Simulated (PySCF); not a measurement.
# ReS at ROHF-CCSD

Computed with ROHF-CCSD; PySCF, scalar-relativistic core potentials, basis sets Re def2-TZVPP with ECP60, S def2-TZVPP.

```json
{
  "state": "⁶Σ⁺ (sextet), unpaired electrons σ ↑, π ↑↑, δ ↑↑",
  "bond length": "2.134 Å",
  "harmonic wavenumber": "512 cm⁻¹",
  "force constant": "4.22 mdyn/Å",
  "rotational constant Be": "0.1356 cm⁻¹",
  "anharmonicity ωexe": "1.55 cm⁻¹",
  "vibration–rotation constant αe": "0.000481 cm⁻¹",
  "well depth De to Re (5d5 6s2) + S": "3.12 eV",
  "dissociation energy D0": "3.09 eV"
}
```

Correlated steps freeze 5 core orbitals. Spin–orbit coupling is left out, which matters for elements this heavy, above all for dissociation energies. The CCSD T1 diagnostic is raised, a sign that a single reference may not be enough here. The state is the lowest single determinant that the PBE0 search found; with open d or f shells the true ground state can be another one.
